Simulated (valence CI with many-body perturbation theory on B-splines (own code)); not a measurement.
E1 transitions of Sb³⁶⁺

Computed by configuration interaction combined with many-body perturbation theory (CI+MBPT): five valence electrons over a frozen Dirac-Fock core [Ne], a basis of 9 s, 9 p, 8 d, 6 f, 3 g, 1 h functions for each j, with the one-electron correlation potential Σ1 (screened to all orders), the two-electron term Σ2, the three-electron term Σ3, Breit, model QED; selected single and double excitations, second order for the rest (own B-spline code, finite nucleus).

The last digits are not significant, and no measured levels were compared; by estimate large intervals hold to a few tenths of a per cent, small ones and those within an open d or f shell to about a per cent. Among the levels kept, up to 540 cm⁻¹ of a level comes from second order outside the variational space, and about a tenth of that is noise between levels of different J, which matters for small intervals.

Lines 51 to 100 of 208 in falling wavelength, among levels below 2562600 cm⁻¹, chosen from the strongest by gf and those to the six lowest levels. Wavelengths and rates use the calculated energies. Electric multipoles are in the length gauge, E1 and E2 with the static RPA response of the core. Weak lines are less certain than strong ones. Lines between different terms over intervals too small for the method are left out, as are lines whose strength nearly cancels. Where a level lies close to another of its J and parity, the split of strength between their lines is uncertain. The highest levels of a list are the least certain.

Levels are named by their leading jj configuration (3d3/2^4 stands for four electrons in 3d with j = 3/2), which in mixed levels can hold well under half, so a name can repeat and another be missing. Letters in brackets count levels of one name in rising energy.

```csv
λ vac (nm),Upper,Lower,A (s⁻¹),S (a.u.)
12.84,(3s^2 3p1/2 3p3/2 3d3/2) J=1/2 [b],(3s^2 3p3/2^3) J=3/2,1.50e+09,3.14e-03
12.83,(3s 3p1/2^2 3p3/2 3d3/2) J=5/2 [b],(3s^2 3p1/2 3p3/2 3d3/2) J=5/2 [b],1.47e+09,9.16e-03
12.81,(3s 3p1/2^2 3p3/2 3d3/2) J=7/2,(3s^2 3p1/2 3p3/2 3d3/2) J=5/2 [a],6.99e+08,5.80e-03
12.59,(3s^2 3p1/2 3p3/2 3d3/2) J=3/2 [b],(3s^2 3p3/2^3) J=3/2,1.91e+07,7.54e-05
12.50,(3s 3p1/2^2 3p3/2^2) J=1/2,(3s^2 3p1/2 3p3/2^2) J=1/2,8.49e+09,1.64e-02
12.42,(3s 3p1/2 3p3/2^3) J=3/2 [b],(3s^2 3p3/2^3) J=3/2,2.14e+08,8.08e-04
12.30,(3s 3p1/2^2 3p3/2^2) J=3/2,(3s^2 3p1/2 3p3/2^2) J=1/2,3.33e+07,1.22e-04
12.13,(3s 3p1/2^2 3p3/2 3d5/2) J=5/2,(3s^2 3p1/2 3p3/2 3d5/2) J=5/2 [a],3.82e+09,2.02e-02
11.86,(3s 3p1/2^2 3p3/2 3d5/2) J=3/2,(3s^2 3p1/2 3p3/2 3d5/2) J=5/2 [a],1.03e+10,3.38e-02
11.81,(3s^2 3p1/2^2 3d5/2) J=5/2,(3s^2 3p1/2 3p3/2^2) J=5/2,9.67e+08,4.72e-03
11.74,(3s^2 3p1/2 3p3/2 3d5/2) J=1/2 [a],(3s^2 3p3/2^3) J=3/2,1.11e+09,1.77e-03
11.71,(3s^2 3p1/2 3p3/2 3d5/2) J=5/2 [b],(3s^2 3p3/2^3) J=3/2,1.77e+09,8.42e-03
11.62,(3s 3p1/2^2 3p3/2 3d3/2) J=3/2 [b],(3s^2 3p1/2 3p3/2 3d3/2) J=1/2 [a],8.39e+08,2.60e-03
11.53,(3s 3p1/2^2 3p3/2 3d3/2) J=3/2 [b],(3s^2 3p1/2 3p3/2 3d3/2) J=3/2 [a],7.40e+08,2.24e-03
11.50,(3s 3p1/2^2 3p3/2 3d3/2) J=3/2 [b],(3s^2 3p1/2 3p3/2 3d3/2) J=5/2 [a],5.08e+09,1.52e-02
11.33,(3s 3p1/2^2 3p3/2 3d5/2) J=5/2,(3s 3p1/2 3p3/2^3) J=3/2 [a],4.82e+09,2.08e-02
11.26,(3s 3p1/2^2 3p3/2^2) J=3/2,(3s^2 3p1/2 3p3/2^2) J=5/2,8.57e+09,2.41e-02
11.09,(3s 3p1/2^2 3p3/2 3d5/2) J=3/2,(3s 3p1/2 3p3/2^3) J=3/2 [a],4.48e+09,1.21e-02
11.02,(3s^2 3p1/2^2 3d5/2) J=5/2,(3s^2 3p1/2 3p3/2^2) J=3/2,1.71e+09,6.79e-03
10.96,(3s^2 3p1/2 3p3/2 3d5/2) J=3/2,(3s^2 3p3/2^3) J=3/2,3.14e+08,8.15e-04
10.89,(3s 3p1/2^2 3p3/2 3d3/2) J=5/2 [b],(3s^2 3p1/2 3p3/2 3d3/2) J=7/2,9.42e+09,3.60e-02
10.88,(3s^2 3p1/2 3p3/2 3d5/2) J=5/2 [c],(3s^2 3p3/2^3) J=3/2,2.11e+09,8.03e-03
10.69,(3s 3p1/2^2 3p3/2^2) J=1/2,(3s^2 3p1/2 3p3/2^2) J=3/2,2.18e+07,2.62e-05
10.67,(3s 3p1/2^2 3p3/2 3d3/2) J=5/2 [a],(3s 3p1/2^2 3p3/2^2) J=3/2,1.51e+09,5.44e-03
10.57,(3s 3p1/2^2 3p3/2 3d3/2) J=3/2 [a],(3s 3p1/2^2 3p3/2^2) J=3/2,1.67e+09,3.90e-03
10.54,(3s 3p1/2^2 3p3/2 3d3/2) J=1/2 [a],(3s 3p1/2^2 3p3/2^2) J=3/2,1.17e+09,1.36e-03
10.54,(3s 3p1/2^2 3p3/2^2) J=3/2,(3s^2 3p1/2 3p3/2^2) J=3/2,3.77e+09,8.72e-03
10.52,(3s 3p1/2^2 3p3/2 3d5/2) J=3/2,(3s^2 3p1/2 3p3/2 3d3/2) J=1/2 [a],6.65e+08,1.53e-03
10.45,(3s 3p1/2^2 3p3/2 3d5/2) J=3/2,(3s^2 3p1/2 3p3/2 3d3/2) J=3/2 [a],6.16e+08,1.39e-03
10.42,(3s 3p1/2^2 3p3/2 3d5/2) J=3/2,(3s^2 3p1/2 3p3/2 3d3/2) J=5/2 [a],1.29e+09,2.89e-03
10.42,(3s 3p1/2^2 3p3/2 3d3/2) J=3/2 [a],(3s 3p1/2^2 3p3/2^2) J=1/2,1.10e+09,2.45e-03
10.28,(3s 3p1/2^2 3p3/2 3d3/2) J=5/2 [b],(3s^2 3p1/2 3p3/2 3d3/2) J=3/2 [a],9.75e+08,3.14e-03
10.27,(3s 3p1/2 3p3/2^3) J=3/2 [c],(3s^2 3p3/2^3) J=3/2,7.67e+09,1.64e-02
10.21,(3s 3p1/2^2 3p3/2 3d3/2) J=5/2 [a],(3s^2 3p1/2^2 3d5/2) J=5/2,1.79e+09,5.64e-03
10.14,(3s 3p1/2^2 3p3/2 3d3/2) J=1/2 [b],(3s^2 3p1/2 3p3/2 3d3/2) J=1/2 [a],1.10e+09,1.13e-03
10.12,(3s 3p1/2^2 3p3/2 3d3/2) J=3/2 [a],(3s^2 3p1/2^2 3d5/2) J=5/2,1.02e+09,2.09e-03
10.07,(3s 3p1/2^2 3p3/2 3d3/2) J=1/2 [b],(3s^2 3p1/2 3p3/2 3d3/2) J=3/2 [a],7.75e+09,7.81e-03
10.02,(3s^2 3p1/2 3p3/2 3d3/2) J=3/2 [a],(3s^2 3p1/2 3p3/2^2) J=1/2,2.50e+07,4.97e-05
9.953,(3s^2 3p1/2 3p3/2 3d3/2) J=1/2 [a],(3s^2 3p1/2 3p3/2^2) J=1/2,1.98e+04,1.93e-08
9.950,(3s 3p1/2^2 3p3/2 3d3/2) J=7/2,(3s^2 3p1/2^2 3d5/2) J=5/2,1.23e+09,4.78e-03
9.862,(3s^2 3p1/2 3p3/2 3d5/2) J=1/2 [b],(3s^2 3p3/2^3) J=3/2,2.82e+09,2.67e-03
9.505,(3s 3p1/2^2 3p3/2 3d3/2) J=3/2 [b],(3s 3p1/2^2 3p3/2^2) J=3/2,3.36e+09,5.69e-03
9.492,(3s 3p1/2 3p3/2^3) J=3/2 [a],(3s^2 3p1/2 3p3/2^2) J=1/2,1.26e+08,2.12e-04
9.340,(3s^2 3p1/2 3p3/2 3d3/2) J=5/2 [a],(3s^2 3p1/2 3p3/2^2) J=5/2,3.40e+08,8.21e-04
9.320,(3s^2 3p1/2 3p3/2 3d3/2) J=3/2 [a],(3s^2 3p1/2 3p3/2^2) J=5/2,5.70e+08,9.11e-04
8.902,(3s 3p1/2^2 3p3/2 3d5/2) J=5/2,(3s 3p1/2^2 3p3/2^2) J=3/2,6.73e+08,1.41e-03
8.872,(3s^2 3p1/2 3p3/2 3d3/2) J=7/2,(3s^2 3p1/2 3p3/2^2) J=5/2,1.28e+08,3.53e-04
8.861,(3s 3p1/2 3p3/2^3) J=3/2 [a],(3s^2 3p1/2 3p3/2^2) J=5/2,4.56e+08,6.26e-04
8.857,(3s^2 3p1/2^2 3d3/2) J=3/2,(3s^2 3p1/2^2 3p3/2) J=3/2,3.16e+08,4.34e-04
8.837,(3s^2 3p1/2 3p3/2 3d3/2) J=5/2 [a],(3s^2 3p1/2 3p3/2^2) J=3/2,8.93e+07,1.83e-04
```
